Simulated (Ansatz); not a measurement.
Frontier orbitals of `Cl[B-]1(Cl)[Cl+][B-](Cl)(Cl)[Cl+]1`.

Charge 0, multiplicity 1. The geometry is a stationary point of PBE0-D4/def2-TZVP. Basis def2-TZVPP, the Gaussian-basis code of Ansatz.

```
functional  HOMO (eV)  LUMO (eV)
   ωB97X-V     -11.50       0.60
```

Question: Give HOMO and LUMO (eV) with LDA (SPW92), PBE, revPBE, BLYP, r2SCAN, B97M-V, PBE0, B3LYP, r2SCANh, r2SCAN0, HSE06 (plane-wave form), BHLYP, CAM-B3LYP, LC-ωPBE, ωB97M-V. (Estimate.)

Answer: Ansatz gave: 
```json
{"functional": "LDA (SPW92)", "HOMO": "-7.78", "LUMO": "-2.81"}
{"functional": "PBE", "HOMO": "-7.63", "LUMO": "-2.57"}
{"functional": "revPBE", "HOMO": "-7.58", "LUMO": "-2.46"}
{"functional": "BLYP", "HOMO": "-7.45", "LUMO": "-2.41"}
{"functional": "r2SCAN", "HOMO": "-8.01", "LUMO": "-2.41"}
{"functional": "B97M-V", "HOMO": "-8.12", "LUMO": "-2.30"}
{"functional": "PBE0", "HOMO": "-9.06", "LUMO": "-1.64"}
{"functional": "B3LYP", "HOMO": "-8.77", "LUMO": "-1.84"}
{"functional": "r2SCANh", "HOMO": "-8.53", "LUMO": "-2.06"}
{"functional": "r2SCAN0", "HOMO": "-9.31", "LUMO": "-1.54"}
{"functional": "HSE06 (plane-wave form)", "HOMO": "-8.66", "LUMO": "-2.02"}
{"functional": "BHLYP", "HOMO": "-10.34", "LUMO": "-0.54"}
{"functional": "CAM-B3LYP", "HOMO": "-10.43", "LUMO": "-0.48"}
{"functional": "LC-ωPBE", "HOMO": "-11.89", "LUMO": "0.69"}
{"functional": "ωB97M-V", "HOMO": "-11.31", "LUMO": "0.53"}
```

B3LYP here is the variant with VWN-RPA as its local correlation; programs differ in this. LC-ωPBE has ω = 0.4 bohr⁻¹. Positive LUMOs are unbound and depend on the basis.
